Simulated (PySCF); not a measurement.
**Antimony: a sound run and one with changed settings**

Sound run: Sb⁺ [Kr] 4d10 5s2 5p2, Sb²⁺ [Kr] 4d10 5s2 5p1. Computed with PySCF 2.14 in def2-TZVP with the def2 core potential (28 electrons), with scalar relativity through the core potential. In the sound run the correlated levels freeze 4s2 4p6 4d10 outside the core potential. The sound run starts from symmetry-adapted Hartree-Fock orbitals and uses a fine grid where one is needed.

A second run was set up differently.

```tsv
species	method	sound run (hartree)	changed run (hartree)	converged
Sb⁺	MP2	-239.00739	-239.28735	yes
Sb²⁺	MP2	-238.40771	-238.68163	yes
```

Ionisation energy of Sb⁺:

```tsv
method	sound run (eV)	changed run (eV)
UHF	16.009	16.009
MP2	16.318	16.482
SCS-MP2	16.255	16.367
```

Q: What was changed?
A. too few SCF iterations
B. a valence shell is frozen
C. minimal basis
D. all electrons correlated in a valence basis

A: D. A valence basis has no tight correlating functions, so it recovers only part of the core correlation, and not evenly between atom and ion.
